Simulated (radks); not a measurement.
The platinum ion Pt8+, configuration [Xe] 4f14 5d2.

All-electron calculation, scalar-relativistic Kohn-Sham, SCAN, spin-polarised, spherical densities, finite nucleus; open shells are filled with parallel spins first (spin-orbit coupling, left out, can overturn this in heavy ions); meta-GGA in the generalised Kohn-Sham scheme; Fermi nuclear charge, rms radius 5.427 fm. Program: a radial shooting solver on a logarithmic mesh with Libxc functionals.

Energy parts (hartree):
total: -18396.2479
kinetic: 20510.2542
electron-nucleus: -45379.7385
Hartree: 6824.4200
exchange-correlation: -351.1836

Orbitals (lengths in bohr, moments of r in powers of bohr; r(max) is where P^2 peaks; r(90%) holds 90 % of the orbital's charge):
1s up: occ. 1; eigenvalue (hartree) -2889.313; r(90%) 0.0313; <r^2> 0.0004063; r(max) 0.01062; <1/r> 93.92
1s down: occ. 1; eigenvalue (hartree) -2889.313; r(90%) 0.0313; <r^2> 0.0004063; r(max) 0.01062; <1/r> 93.92
2s up: occ. 1; eigenvalue (hartree) -512.5230; r(90%) 0.112; <r^2> 0.006198; r(max) 0.06117; <1/r> 22.04
2s down: occ. 1; eigenvalue (hartree) -512.5170; r(90%) 0.112; <r^2> 0.006198; r(max) 0.06117; <1/r> 22.04
2p up: occ. 3; eigenvalue (hartree) -444.7383; r(90%) 0.106; <r^2> 0.005201; r(max) 0.05059; <1/r> 19.67
2p down: occ. 3; eigenvalue (hartree) -444.7324; r(90%) 0.106; <r^2> 0.005201; r(max) 0.05059; <1/r> 19.67
3s up: occ. 1; eigenvalue (hartree) -124.4228; r(90%) 0.274; <r^2> 0.03996; r(max) 0.1724; <1/r> 8.175
3s down: occ. 1; eigenvalue (hartree) -124.4206; r(90%) 0.274; <r^2> 0.03996; r(max) 0.1724; <1/r> 8.175
3p up: occ. 3; eigenvalue (hartree) -104.5661; r(90%) 0.281; <r^2> 0.04102; r(max) 0.1715; <1/r> 7.471
3p down: occ. 3; eigenvalue (hartree) -104.5632; r(90%) 0.281; <r^2> 0.04101; r(max) 0.1715; <1/r> 7.471
3d up: occ. 5; eigenvalue (hartree) -82.98395; r(90%) 0.264; <r^2> 0.03405; r(max) 0.1400; <1/r> 7.029
3d down: occ. 5; eigenvalue (hartree) -82.97838; r(90%) 0.264; <r^2> 0.03405; r(max) 0.1400; <1/r> 7.028
4s up: occ. 1; eigenvalue (hartree) -30.61515; r(90%) 0.594; <r^2> 0.1940; r(max) 0.3899; <1/r> 3.491
4s down: occ. 1; eigenvalue (hartree) -30.60432; r(90%) 0.594; <r^2> 0.1940; r(max) 0.3900; <1/r> 3.490
4p up: occ. 3; eigenvalue (hartree) -24.07044; r(90%) 0.640; <r^2> 0.2212; r(max) 0.4098; <1/r> 3.160
4p down: occ. 3; eigenvalue (hartree) -24.05985; r(90%) 0.639; <r^2> 0.2211; r(max) 0.4098; <1/r> 3.160
4d up: occ. 5; eigenvalue (hartree) -16.09028; r(90%) 0.698; <r^2> 0.2526; r(max) 0.4180; <1/r> 2.829
4d down: occ. 5; eigenvalue (hartree) -16.07713; r(90%) 0.697; <r^2> 0.2523; r(max) 0.4180; <1/r> 2.830
5s up: occ. 1; eigenvalue (hartree) -8.33963; r(90%) 1.32; <r^2> 0.9663; r(max) 0.8616; <1/r> 1.448
5s down: occ. 1; eigenvalue (hartree) -8.26545; r(90%) 1.32; <r^2> 0.9607; r(max) 0.8596; <1/r> 1.453
4f up: occ. 7; eigenvalue (hartree) -7.24990; r(90%) 0.822; <r^2> 0.3164; r(max) 0.3850; <1/r> 2.402
4f down: occ. 7; eigenvalue (hartree) -7.23133; r(90%) 0.818; <r^2> 0.3136; r(max) 0.3848; <1/r> 2.407
5p up: occ. 3; eigenvalue (hartree) -6.53683; r(90%) 1.49; <r^2> 1.218; r(max) 0.9604; <1/r> 1.266
5p down: occ. 3; eigenvalue (hartree) -6.44980; r(90%) 1.48; <r^2> 1.207; r(max) 0.9578; <1/r> 1.273
5d up: occ. 2; eigenvalue (hartree) -4.33243; r(90%) 1.83; <r^2> 1.798; r(max) 1.132; <1/r> 1.023

The highest occupied level is 5d up at -117.89 eV. For comparison, the ionisation energy in NIST's Atomic Spectra Database is 126 eV (theoretical). In exact Kohn-Sham theory the highest level is minus the ionisation energy, but local and semilocal functionals leave it too shallow, through self-interaction and a potential that decays too fast; potentials with the right tail come closer. Spin moment in Bohr magnetons: 2.

Empty levels of this run are not shown, since the potential may be unsettled where no density lies.
